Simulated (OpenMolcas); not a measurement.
## What dynamic correlation does to the levels of neutral germanium

```yaml
Program: OpenMolcas 26.06
Basis: ANO-R3 [7s6p5d4f2g]
Scalar_Hamiltonian: X2C, finite nucleus
Active_space: 2 electrons in 3 orbitals (4p)
State_averaging: 2S+1 = 3 even, 3 roots; 2S+1 = 1 even, 6 roots
Spin-orbit_coupling: state interaction with AMFI integrals over the reference wave functions, term energies averaged over their components
```

Methods on the same reference wave functions:
A. CASSCF
B. SS-CASPT2, IPEA 0.25 Eh, imaginary shift 0.1 Eh (closed shells correlated: 3d 4s)

Energies in cm⁻¹ above 4s² 4p² ³P₀, the measured ground level; measured values from NIST Handbook of Basic Atomic Spectroscopic Data.

| Level | A | B | Measured |
| --- | --- | --- | --- |
| 4s² 4p² ³P₀ | 0.0 | 0.0 | 0.0 |
| 4s² 4p² ³P₁ | 465 | 484 | 557 |
| 4s² 4p² ³P₂ | 1239 | 1244 | 1410 |
| 4s² 4p² ¹D₂ | 9354 | 7190 | 7125 |
| 4s² 4p² ¹S₀ | 21750 | 16490 | 16367 |

Deviations, from unrounded energies. A percentage is the sum of absolute deviations over the sum of measured energies, with the sign that they share, or ± where signs differ.

```
                        Against measurement  Levels      A      B
             mean absolute deviation (cm-1)       4   2000    110
      fine structure of the ground term (%)       2  -13.4  -12.2
other terms of the ground configuration (%)       2  +32.4   +0.8
```

B lies closest to measurement on these levels. The largest miss of B in the table is 4s² 4p² ³P₂, by -170 cm-1. The ranking rests on the paired levels alone, and a cruder setting can come out closer through cancelling errors.

From A to B the spin-free energies of the other terms of 4s² 4p² shown, above ³P, scale by factors of 0.74 to 0.75.

The lowest spin-free term lies below A's lowest term by 0.559 hartree in B.

Term energies are means over components that CASPT2 splits; among the terms shown or strongly mixed into the levels shown the widest spread is 70 cm-1 (4s² 4p² ¹D, B). With the s shell closed, the reference lacks s² → p² mixing. Without dynamic correlation excited terms often stand tens of per cent too high (terms of higher spin than the ground term too low), and those without a measured partner can miss by more than the paired ones (holds for A). Computed and measured levels are paired by configuration, term and J; levels that our copy of the source lacks, or whose pairing is in doubt (as where it misses far off the trend of its configuration), stay unpaired and out of the deviations. Levels of configurations outside the active space are missing.
